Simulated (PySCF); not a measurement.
Identify the unknown among the candidates.

All candidates are C5H11BO3.

* 13C NMR: chemical shifts (computed TMS as zero) by class: 76.3 (1 C), 66.1 (1 C), 37.6 (1 C), 35.4 (1 C), 12.0 (1 C) ppm [GIAO KT2/pcSseg-1]
* Rotational structure: rotational constants A, B, C: 2.553, 1.237, 0.877 GHz [PBE0-D3(BJ)/def2-SVP]
* Valence photoelectron: vertical ionisation energy: 10.46 eV [ΔSCF CAM-B3LYP/def2-SVPD]
* 1H NMR: chemical shifts (computed TMS as zero) by class: 4.15 (1 H), 4.04 (1 H), 3.79 (1 H), 2.44 (1 H), 1.44 (1 H), 1.43 (1 H), 1.34 (1 H), 1.27 (1 H), 1.17 (3 H) ppm [GIAO KT2/pcSseg-1]
* UV, strongest line: among the 10 lowest singlet transitions: S10 at 9.06 eV (137 nm, f = 0.061) [TDDFT CAM-B3LYP/def2-SVPD]
* NMR, other nuclei: isotropic shieldings of nuclei other than C and H, by class: 85 (1 B), 219 (1 O), 242 (1 O), 245 (1 O) ppm [GIAO KT2/pcSseg-1]
* XPS: B1s 197.7, C1s 290.4, C1s 290.6, C1s 290.9, C1s 292.2, C1s 292.4, O1s 538.1, O1s 538.4, O1s 538.7 eV [ΔSCF SCAN, pcX-2 on the ionised atom, pcseg-1 elsewhere, spin-free X2C]
* Triplet: lowest triplet excitation (Tamm–Dancoff): 7.54 eV [TDA CAM-B3LYP/def2-SVPD]
* UV, first state: lowest singlet excitation: 7.69 eV (161 nm, f = 0.002) [TDDFT CAM-B3LYP/def2-SVPD]

The electronic properties come from PySCF, for the isolated species, density fitting. Levels stand in brackets. Isolated species at its PBE0-D3(BJ)/def2-SVP geometry (one conformer only). NMR classes are plain means over equivalent atoms (diastereotopic ones count apart unless rotation or inversion swaps them), as if these changed places fast.

**Question.** Which candidate is it?
A. `CO[C@H]1C[C@H](B(O)O)C1`
B. `CC[C@H]1CCOB(O)O1`
C. `CO[C@H]1C[C@@H](B(O)O)C1`
D. `C=COB(O)OC(C)C`
E. `CC(C)OB1OCCO1`

**Answer.** B. It is `CC[C@H]1CCOB(O)O1`. Numbering: `[CH3:1][CH2:2][C@H:3]1[CH2:4][CH2:5][O:6][B:7]([OH:8])[O:9]1`. 5 carbons fall into 5 classes; from least to most shielded: ring sp3 carbon bound to oxygen [C3] (76.3 ppm), ring sp3 carbon bound to oxygen [C5] (66.1 ppm), ring CH2 carbon [C4] (37.6 ppm), chain CH2 carbon [C2] (35.4 ppm), methyl carbon [C1] (12.0 ppm). Hydrogen classes from least to most shielded: 1 H on an sp3 carbon bound to oxygen, C5 (4.15 ppm), 1 H on an sp3 carbon bound to oxygen, C5 (4.04 ppm), 1 H on an sp3 carbon bound to oxygen, C3 (3.79 ppm), 1 H on a boron-bound oxygen, O8 (2.44 ppm), 1 H on a ring CH2 carbon, C4 (1.44 ppm), 1 H on a ring CH2 carbon, C4 (1.43 ppm), 1 H on a chain CH2 carbon, C2 (1.34 ppm), 1 H on a chain CH2 carbon, C2 (1.27 ppm), 3 H on a methyl carbon, C1 (1.17 ppm, a mean of values up to 1.1 ppm apart in this geometry). The other shieldings belong to: 85 ppm, three-coordinate boron [B7]; 219 ppm, boron-bound oxygen [O9]; 242 ppm, boron-bound oxygen [O6]; 245 ppm, boron-bound oxygen [O8]. The core levels belong to: B1s 197.7 eV, three-coordinate boron [B7]; C1s 290.4 eV, methyl carbon [C1]; C1s 290.6 eV, chain CH2 carbon [C2]; C1s 290.9 eV, ring CH2 carbon [C4]; C1s 292.2 eV, sp3 carbon bound to oxygen [C3]; C1s 292.4 eV, sp3 carbon bound to oxygen [C5]; O1s 538.1 eV, boron-bound oxygen [O9]; O1s 538.4 eV, boron-bound oxygen [O6]; O1s 538.7 eV, boron-bound oxygen [O8]. The first electron is taken from the HOMO, whose largest Löwdin shares are 0.39 on a boron-bound oxygen, 0.14 on a boron-bound oxygen, 0.13 on an sp3 carbon bound to oxygen and 0.07 on the methine hydrogen. The optimised geometry has point group C1 and is an asymmetric top.

The others, at the same levels:
- `CC(C)OB1OCCO1` fails: it has 3 carbon classes against 5; its computed 13C shifts are 70.3 (1 C), 68.1 (2 C), 25.4 (2 C) ppm, core binding energies are B1s 197.5, C1s 290.5 (×2), C1s 292.1, C1s 292.5 (×2), O1s 538.1, O1s 538.5 (×2) eV and 1H shifts are 4.36 (1 H), 4.20 (4 H), 1.15 (6 H) ppm.
- `CO[C@H]1C[C@H](B(O)O)C1` fails: it has 4 carbon classes against 5; its computed 13C shifts are 77.7 (1 C), 55.8 (1 C), 36.0 (2 C), 11.7 (1 C) ppm, core binding energies are B1s 197.0, C1s 290.0, C1s 290.4 (×2), C1s 291.7, C1s 292.0, O1s 538.1, O1s 539.0 (×2) eV and 1H shifts are 3.58 (1 H), 3.56 (2 H), 3.20 (3 H), 2.30 (2 H), 1.91 (2 H), 1.23 (1 H) ppm.
- `C=COB(O)OC(C)C` fails: it has 4 carbon classes against 5; its computed 13C shifts are 144.2 (1 C), 93.7 (1 C), 69.4 (1 C), 25.5 (2 C) ppm, core binding energies are B1s 197.9, C1s 289.7, C1s 290.6 (×2), C1s 292.0, C1s 292.2, O1s 538.3, O1s 538.8, O1s 539.0 eV and 1H shifts are 6.12 (1 H), 5.49 (1 H), 4.55 (1 H), 4.23 (1 H), 2.72 (1 H), 1.25 (6 H) ppm.
- `CO[C@H]1C[C@@H](B(O)O)C1` fails: it has 4 carbon classes against 5; its computed 13C shifts are 76.1 (1 C), 55.3 (1 C), 35.1 (2 C), 12.4 (1 C) ppm, core binding energies are B1s 197.0, C1s 290.0, C1s 290.2 (×2), C1s 291.7, C1s 292.0, O1s 538.2, O1s 538.9 (×2) eV and 1H shifts are 3.60 (1 H), 3.50 (2 H), 3.19 (3 H), 2.24 (2 H), 1.68 (2 H), 1.23 (1 H) ppm.

Each candidate is one conformer, not necessarily the lowest. The conformers computed, where there is a choice (atom-mapped SMILES and torsion angles):
- `[CH3:1][CH:2]([CH3:3])[O:4][B:5]1[O:6][CH2:7][CH2:8][O:9]1`: C1–C2–O4–B5 154°, C2–O4–B5–O6 -2°
- `[CH3:1][O:2][C@H:3]1[CH2:4][C@H:5]([B:6]([OH:7])[OH:8])[CH2:9]1`: C1–O2–C3–C4 -179°, C4–C5–B6–O7 -115°, H–O7–B6–C5 180°, H–O8–B6–C5 -1°
- `[CH3:1][O:2][C@H:3]1[CH2:4][C@@H:5]([B:6]([OH:7])[OH:8])[CH2:9]1`: C1–O2–C3–C4 73°, C4–C5–B6–O7 -37°, H–O7–B6–C5 180°, H–O8–B6–C5 -1°

The conformers of `CC[C@H]1CCOB(O)O1` and `C=COB(O)OC(C)C` aren't listed.
